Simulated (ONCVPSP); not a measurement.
## Before and after: ONCV potential for I

iodine, optimised norm-conserving Vanderbilt (ONCV), made with ONCVPSP 4.0.1 (PBEsol, scalar-relativistic). Core [Ar] 3d10, reference 4s2 4p6 4d10 5s2 5p5. Waves: 4s+5s: rc 1.30 bohr, ncon 4, nbas 8, qcut 10.2 1/bohr, 2 projectors; 4p+5p: rc 1.00 bohr, ncon 4, nbas 8, qcut 17.5 1/bohr, 2 projectors; 4d: rc 1.00 bohr, ncon 3, nbas 8, qcut 17.2 1/bohr, local. Local part: the d channel. Core correction: polynomial model core, fcfact 0.2.

Change: all radii but the core radius scaled by about 0.88 (s 1.16, p 0.88, d 0.88 bohr).

Cutoffs: the cutoffs (Ha) at which the residual kinetic energy of the hardest occupied pseudo-wave falls to 1 and 0.1 mHa per electron; they do not see the model core or the augmentation charge, which bear on the density cutoff. Errors are all-electron minus pseudo energies relative to the spin-unpolarised reference configuration.

Question: How do hardness, ghosts and transferability respond?

Answer: The potential gets neither clearly harder nor softer (86 Ha and 103 Ha → 91 Ha and 106 Ha); the errors of the 4 common tests hardly move; neither file shows a bound ghost.

```csv
quantity,base,changed
"cutoff, loose",86 Ha,91 Ha
"cutoff, tight",103 Ha,106 Ha
loose cutoff by channel,"s 38 Ha, p 86 Ha, d 58 Ha","s 42 Ha, p 91 Ha, d 61 Ha"
bound ghosts,none,none
GHOST(+) flags under 300 eV,none,none
"error for 4s2 4p6 4d10 5s2 5p4, meV [ΔE 11.15 eV]",-1.8,-1.8
"error for 4s2 4p6 4d10 5s2 5p3, meV [ΔE 31.04 eV]",-5.4,-5.4
"error for 4s2 4p6 4d10 5s2 5p2, meV [ΔE 60.42 eV]",-11,-11
"error for 4s2 4p6 4d10 5s2 5p1, meV [ΔE 99.92 eV]",-18,-18
"rms error of d²Exc/dni dnj with the model core, mHa",1.20,0.86
```
